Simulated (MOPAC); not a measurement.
MOPAC input (PM3):

```
PM3 1SCF GEO-OK AUX(PRECISION=9) THREADS=1
Al2O

Al   -0.00000000 1   -0.00000000 1   -1.71036300 1
O     0.00000000 1    0.00000000 1    0.00000000 1
Al    0.00000000 1    0.00000000 1    1.71036300 1
```

Output:

```
 *******************************************************************************
 **                                                                           **
 **                              MOPAC v23.2.5                                **
 **                                                                           **
 *******************************************************************************
 ** MOPAC's Digital Object Identifier: https://doi.org/10.5281/zenodo.6511958 **
 **                                                                           **
 ** Please cite the open-source release paper for use of this MOPAC version:  **
 ** J. E. Moussa and J. J. P. Stewart (2026)                                  **
 ** MOPAC: An open-source semiempirical molecular orbital program             **
 ** J. Open Source Softw., 11(119), 8025, https://doi.org/10.21105/joss.08025 **
 *******************************************************************************

                              PM3 CALCULATION RESULTS

 *******************************************************************************
 *  PM3        - The PM3 Hamiltonian to be used
 *  GEO-OK     - OVERRIDE INTERATOMIC DISTANCE AND OTHER SAFETY CHECKS
 *  1SCF       - DO 1 SCF AND THEN STOP
 *  AUX        - OUTPUT AUXILIARY INFORMATION
 *******************************************************************************
PM3 1SCF GEO-OK AUX(PRECISION=9) THREADS=1
 Al2O

   ATOM   CHEMICAL          X               Y               Z
  NUMBER   SYMBOL      (ANGSTROMS)     (ANGSTROMS)     (ANGSTROMS)

     1      Al         -0.00000000  *  -0.00000000  *  -1.71036300  *
     2       O          0.00000000  *   0.00000000  *   0.00000000  *
     3      Al          0.00000000  *   0.00000000  *   1.71036300  *

          CARTESIAN COORDINATES

    NO.       ATOM           X           Y           Z

     1        Al         -0.0000     -0.0000     -1.7104
     2         O          0.0000      0.0000      0.0000
     3        Al          0.0000      0.0000      1.7104

  O: (PM3): J. J. P. STEWART, J. COMP. CHEM. 10, 209 (1989).
 Al: (PM3): J. J. P. STEWART, J. COMP. CHEM. 10, 209 (1989).

           Empirical Formula: O Al2  =     3 atoms

      MOLECULAR POINT GROUP   :   D*h

      RHF CALCULATION, NO. OF DOUBLY OCCUPIED LEVELS = 6

 -------------------------------------------------------------------------------
 PM3 1SCF GEO-OK AUX(PRECISION=9) THREADS=1
 Al2O

     1SCF WAS SPECIFIED, SO BFGS WAS NOT USED
     SCF FIELD WAS ACHIEVED

                              PM3 CALCULATION
                                                       MOPAC v23.2.5 Linux

          FINAL HEAT OF FORMATION =        -27.64332 KCAL/MOL =    -115.65967 KJ/MOL

          COSMO AREA              =        122.40 SQUARE ANGSTROMS
          COSMO VOLUME            =        112.82 CUBIC ANGSTROMS

          IONIZATION POTENTIAL    =          8.681885 EV
          HOMO LUMO ENERGIES (EV) =         -8.682 -3.395
          NO. OF FILLED LEVELS    =          6
          MOLECULAR WEIGHT        =         69.9625         POINT GROUP:  D*h

          MOLECULAR DIMENSIONS (Angstroms)

            Atom       Atom       Distance
           Al     3   Al     1     3.42073
           Al     3   Al     1     0.00000
           Al     1    O     2     0.00000

          SCF CALCULATIONS        =          1

   ATOM   CHEMICAL          X               Y               Z
  NUMBER   SYMBOL      (ANGSTROMS)     (ANGSTROMS)     (ANGSTROMS)

     1      Al         -0.00000000  *  -0.00000000  *  -1.71036300  *
     2       O          0.00000000  *   0.00000000  *   0.00000000  *
     3      Al          0.00000000  *   0.00000000  *   1.71036300  *

                             CARTESIAN COORDINATES

   1   Al       -0.000000000    -0.000000000    -1.710363000
   2    O        0.000000000     0.000000000     0.000000000
   3   Al        0.000000000     0.000000000     1.710363000

           Empirical Formula: O Al2  =     3 atoms

      MOLECULAR POINT GROUP   :   D*h

                  EIGENVALUES
 -35.27857 -15.98236 -14.24532 -14.24532  -8.68189  -8.68189  -3.39546  -3.39546
  -2.79473  -1.78265   4.68502   5.23379

              NET ATOMIC CHARGES AND DIPOLE CONTRIBUTIONS

  ATOM NO.   TYPE          CHARGE      No. of ELECS.   s-Pop       p-Pop
    1         Al           0.003808        2.9962     0.08848     2.90771
    2          O          -0.007615        6.0076     1.73671     4.27090
    3         Al           0.003808        2.9962     0.08848     2.90771
 DIPOLE           X         Y         Z       TOTAL
 POINT-CHG.     0.000     0.000    -0.000     0.000
 HYBRID         0.000     0.000     0.000     0.000
 SUM            0.000     0.000     0.000     0.000

          ATOMIC ORBITAL ELECTRON POPULATIONS

     Atom    s        px        py        pz
    1 Al   0.08848   1.30584   1.30584   0.29604
    2  O   1.73671   1.38833   1.38833   1.49424
    3 Al   0.08848   1.30584   1.30584   0.29604

 **********************
 *                    *
 * JOB ENDED NORMALLY *
 *                    *
 **********************

 == MOPAC DONE ==
```

The geometry given is a B3LYP-D3(BJ)/def2-TZVP minimum.
